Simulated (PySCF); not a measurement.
PySCF 2.14 output of a UHF calculation on a single atom or ion in aug-cc-pVDZ-PP with ECP60MDF (5s5p4d2f, 54 functions), with scalar relativity through the core potential:

```
SCF conv_tol = 1e-09
number electrons alpha = 10  beta = 8
cycle= 1 E= -134.418023261557  delta_E= -0.00354  |g|= 0.0171  |ddm|= 0.0434
cycle= 2 E= -134.418111189167  delta_E= -8.79e-05  |g|= 0.00328  |ddm|= 0.00777
cycle= 3 E= -134.418120355035  delta_E= -9.17e-06  |g|= 0.00107  |ddm|= 0.00442
cycle= 4 E= -134.418123412235  delta_E= -3.06e-06  |g|= 0.000651  |ddm|= 0.00316
cycle= 5 E= -134.418124990886  delta_E= -1.58e-06  |g|= 0.000252  |ddm|= 0.00311
cycle= 6 E= -134.418125281731  delta_E= -2.91e-07  |g|= 3.39e-05  |ddm|= 0.00181
cycle= 7 E= -134.418125285346  delta_E= -3.61e-09  |g|= 4.84e-06  |ddm|= 0.000214
cycle= 8 E= -134.41812528537  delta_E= -2.38e-11  |g|= 5.97e-07  |ddm|= 8.17e-06
converged SCF energy = -134.41812528537  <S^2> = 2.0020243  2S+1 = 3.0013493
```

The run itself started from symmetry-adapted Hartree-Fock orbitals and held the occupation by maximum overlap, so the iterations belong to that start.

Task: Which element, charge and spin multiplicity is this?

Result: Au⁺ (gold, charge +1), multiplicity 3; the state was [Xe] 4f14 5d9 6s1, high-spin 3D determinant (an excited configuration).

Energies and moments cover only the electrons outside the core potential. Spin-orbit coupling, absent here, splits the open shell strongly.
